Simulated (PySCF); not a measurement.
## Atomic charges against the basis set

Compound: C2H7BO.
SMILES with atom numbers: `[BH2:1][CH2:2][O:3][CH3:4]` (hydrogens: H5, H6 on B1; H7, H8 on C2; H9, H10, H11 on C4)

PBE0 throughout (PySCF), one geometry, spherical d and f functions. The structure is a single PBE0-D3(BJ)/def2-SVP conformer in the gas phase; no vibrational or solvent corrections. Atoms taken as equivalent share a column and are averaged.

Mulliken charges (e):

```json
{"basis": "STO-3G", "functions": "27", "B1": "+0.181", "C2": "-0.147", "O3": "-0.213", "C4": "-0.127", "H5/H6": "-0.038", "H7/H8": "+0.078", "H9/H10/H11": "+0.076"}
{"basis": "6-31G", "functions": "50", "B1": "+0.234", "C2": "-0.239", "O3": "-0.523", "C4": "-0.227", "H5/H6": "-0.027", "H7/H8": "+0.165", "H9/H10/H11": "+0.160"}
{"basis": "pcSseg-0", "functions": "50", "B1": "+0.258", "C2": "-0.432", "O3": "-0.675", "C4": "-0.297", "H5/H6": "+0.025", "H7/H8": "+0.229", "H9/H10/H11": "+0.213"}
{"basis": "6-31G*", "functions": "70", "B1": "+0.107", "C2": "-0.192", "O3": "-0.463", "C4": "-0.258", "H5/H6": "-0.001", "H7/H8": "+0.163", "H9/H10/H11": "+0.160"}
{"basis": "cc-pVDZ", "functions": "91", "B1": "+0.023", "C2": "+0.095", "O3": "-0.315", "C4": "+0.058", "H5/H6": "-0.015", "H7/H8": "+0.037", "H9/H10/H11": "+0.032"}
{"basis": "def2-SVP", "functions": "91", "B1": "+0.043", "C2": "+0.112", "O3": "-0.401", "C4": "+0.111", "H5/H6": "-0.016", "H7/H8": "+0.038", "H9/H10/H11": "+0.030"}
{"basis": "6-311+G(2d,p)", "functions": "150", "B1": "+0.011", "C2": "-0.214", "O3": "-0.299", "C4": "-0.225", "H5/H6": "+0.008", "H7/H8": "+0.154", "H9/H10/H11": "+0.134"}
{"basis": "aug-cc-pVDZ", "functions": "155", "B1": "-1.170", "C2": "+0.759", "O3": "-0.523", "C4": "+0.742", "H5/H6": "+0.598", "H7/H8": "-0.254", "H9/H10/H11": "-0.165"}
{"basis": "def2-TZVP", "functions": "166", "B1": "-0.041", "C2": "-0.099", "O3": "-0.262", "C4": "-0.211", "H5/H6": "+0.025", "H7/H8": "+0.110", "H9/H10/H11": "+0.114"}
{"basis": "IGLO-III", "functions": "210", "B1": "+0.218", "C2": "-0.203", "O3": "-0.268", "C4": "-0.212", "H5/H6": "-0.044", "H7/H8": "+0.102", "H9/H10/H11": "+0.116"}
{"basis": "cc-pVTZ", "functions": "218", "B1": "-0.052", "C2": "+0.029", "O3": "-0.245", "C4": "-0.102", "H5/H6": "+0.023", "H7/H8": "+0.055", "H9/H10/H11": "+0.072"}
```

IAO charges (e):

```json
{"basis": "STO-3G", "functions": "27", "B1": "+0.105", "C2": "-0.273", "O3": "-0.214", "C4": "-0.260", "H5/H6": "+0.005", "H7/H8": "+0.132", "H9/H10/H11": "+0.122"}
{"basis": "6-31G", "functions": "50", "B1": "+0.080", "C2": "-0.230", "O3": "-0.351", "C4": "-0.234", "H5/H6": "+0.019", "H7/H8": "+0.143", "H9/H10/H11": "+0.137"}
{"basis": "pcSseg-0", "functions": "50", "B1": "+0.073", "C2": "-0.218", "O3": "-0.353", "C4": "-0.215", "H5/H6": "+0.018", "H7/H8": "+0.141", "H9/H10/H11": "+0.131"}
{"basis": "6-31G*", "functions": "70", "B1": "+0.092", "C2": "-0.200", "O3": "-0.367", "C4": "-0.192", "H5/H6": "+0.011", "H7/H8": "+0.135", "H9/H10/H11": "+0.126"}
{"basis": "cc-pVDZ", "functions": "91", "B1": "+0.077", "C2": "-0.198", "O3": "-0.366", "C4": "-0.192", "H5/H6": "+0.016", "H7/H8": "+0.136", "H9/H10/H11": "+0.125"}
{"basis": "def2-SVP", "functions": "91", "B1": "+0.086", "C2": "-0.194", "O3": "-0.366", "C4": "-0.183", "H5/H6": "+0.012", "H7/H8": "+0.133", "H9/H10/H11": "+0.122"}
{"basis": "6-311+G(2d,p)", "functions": "150", "B1": "+0.082", "C2": "-0.205", "O3": "-0.384", "C4": "-0.201", "H5/H6": "+0.016", "H7/H8": "+0.141", "H9/H10/H11": "+0.131"}
{"basis": "aug-cc-pVDZ", "functions": "155", "B1": "+0.080", "C2": "-0.203", "O3": "-0.382", "C4": "-0.199", "H5/H6": "+0.017", "H7/H8": "+0.140", "H9/H10/H11": "+0.130"}
{"basis": "def2-TZVP", "functions": "166", "B1": "+0.081", "C2": "-0.203", "O3": "-0.383", "C4": "-0.198", "H5/H6": "+0.016", "H7/H8": "+0.140", "H9/H10/H11": "+0.130"}
{"basis": "IGLO-III", "functions": "210", "B1": "+0.081", "C2": "-0.205", "O3": "-0.384", "C4": "-0.201", "H5/H6": "+0.017", "H7/H8": "+0.141", "H9/H10/H11": "+0.131"}
{"basis": "cc-pVTZ", "functions": "218", "B1": "+0.080", "C2": "-0.203", "O3": "-0.380", "C4": "-0.200", "H5/H6": "+0.016", "H7/H8": "+0.141", "H9/H10/H11": "+0.130"}
```

Hirshfeld charges (e):

| basis | functions | B1 | C2 | O3 | C4 | H5/H6 | H7/H8 | H9/H10/H11 |
| --- | --- | --- | --- | --- | --- | --- | --- | --- |
| STO-3G | 27 | +0.179 | -0.002 | -0.148 | +0.032 | -0.065 | +0.018 | +0.011 |
| 6-31G | 50 | +0.161 | -0.048 | -0.169 | -0.025 | -0.052 | +0.039 | +0.035 |
| pcSseg-0 | 50 | +0.164 | -0.057 | -0.145 | -0.031 | -0.056 | +0.038 | +0.034 |
| 6-31G* | 70 | +0.159 | -0.052 | -0.153 | -0.027 | -0.054 | +0.040 | +0.034 |
| cc-pVDZ | 91 | +0.158 | -0.067 | -0.125 | -0.039 | -0.055 | +0.041 | +0.034 |
| def2-SVP | 91 | +0.160 | -0.068 | -0.134 | -0.040 | -0.055 | +0.042 | +0.036 |
| 6-311+G(2d,p) | 150 | +0.163 | -0.072 | -0.150 | -0.041 | -0.053 | +0.045 | +0.039 |
| aug-cc-pVDZ | 155 | +0.159 | -0.076 | -0.145 | -0.048 | -0.051 | +0.046 | +0.040 |
| def2-TZVP | 166 | +0.159 | -0.073 | -0.143 | -0.045 | -0.053 | +0.045 | +0.039 |
| IGLO-III | 210 | +0.159 | -0.076 | -0.145 | -0.049 | -0.051 | +0.046 | +0.040 |
| cc-pVTZ | 218 | +0.158 | -0.073 | -0.137 | -0.046 | -0.053 | +0.045 | +0.038 |

ESP-fitted charges (e):

```
        basis  functions      B1      C2      O3      C4   H5/H6   H7/H8  H9/H10/H11
       STO-3G         27  +0.325  +0.016  -0.230  -0.230  -0.133  +0.045      +0.099
        6-31G         50  +0.364  +0.175  -0.469  -0.022  -0.151  +0.018      +0.073
     pcSseg-0         50  +0.441  +0.044  -0.439  -0.096  -0.168  +0.051      +0.095
       6-31G*         70  +0.350  +0.098  -0.339  -0.139  -0.145  +0.026      +0.089
      cc-pVDZ         91  +0.312  +0.133  -0.337  -0.089  -0.135  +0.015      +0.073
     def2-SVP         91  +0.315  +0.164  -0.378  -0.053  -0.138  +0.012      +0.068
6-311+G(2d,p)        150  +0.363  +0.046  -0.307  -0.207  -0.147  +0.041      +0.106
  aug-cc-pVDZ        155  +0.368  +0.046  -0.299  -0.189  -0.150  +0.038      +0.099
    def2-TZVP        166  +0.361  +0.069  -0.306  -0.180  -0.149  +0.032      +0.097
     IGLO-III        210  +0.362  +0.066  -0.312  -0.178  -0.148  +0.033      +0.097
      cc-pVTZ        218  +0.353  +0.068  -0.301  -0.172  -0.146  +0.031      +0.094
```

Some averages cover members that differ in this geometry, most widely: H9/H10/H11, Mulliken in aug-cc-pVDZ -0.312 to -0.091; H5/H6, Mulliken in aug-cc-pVDZ +0.554 to +0.642; H9/H10/H11, Mulliken in cc-pVTZ +0.056 to +0.103; H9/H10/H11, ESP-fitted in 6-31G +0.057 to +0.103 e.

Q: Which scheme is steadiest as the basis changes?

A: Largest range over the bases for any column: Hirshfeld 0.08 e, IAO 0.17 e, ESP-fitted 0.24 e, Mulliken 1.43 e. Hirshfeld charges move least and Mulliken charges most, counted in e. Without the minimal STO-3G basis the ranges are Hirshfeld 0.04, IAO 0.05, ESP-fitted 0.18, Mulliken 1.43 e.

Q: How much do the charges still move between the two largest bases, IGLO-III and cc-pVTZ?

A: At most, over all atoms: Mulliken 0.270 e, IAO 0.004 e, Hirshfeld 0.008 e, ESP-fitted 0.010 e.

Q: What do the same runs give for the total energy, the frontier levels and the dipole moment?

A: 
| basis | energy (Eh) | HOMO (eV) | LUMO (eV) | μ (D) |
| --- | --- | --- | --- | --- |
| STO-3G | -177.9503 | -4.11 | 1.53 | 1.43 |
| 6-31G | -180.1666 | -7.20 | -1.06 | 1.91 |
| pcSseg-0 | -179.8029 | -7.26 | -1.36 | 1.99 |
| 6-31G* | -180.2218 | -7.25 | -1.01 | 1.57 |
| cc-pVDZ | -180.2349 | -7.31 | -1.24 | 1.50 |
| def2-SVP | -180.0935 | -7.38 | -1.27 | 1.62 |
| 6-311+G(2d,p) | -180.2819 | -7.57 | -1.39 | 1.57 |
| aug-cc-pVDZ | -180.2489 | -7.55 | -1.40 | 1.51 |
| def2-TZVP | -180.2964 | -7.55 | -1.36 | 1.52 |
| IGLO-III | -180.3018 | -7.56 | -1.40 | 1.52 |
| cc-pVTZ | -180.2918 | -7.51 | -1.35 | 1.50 |

The dipole is fixed by the density alone, so its range of 0.56 D shows that the density itself changes with the basis, not only its division among atoms.
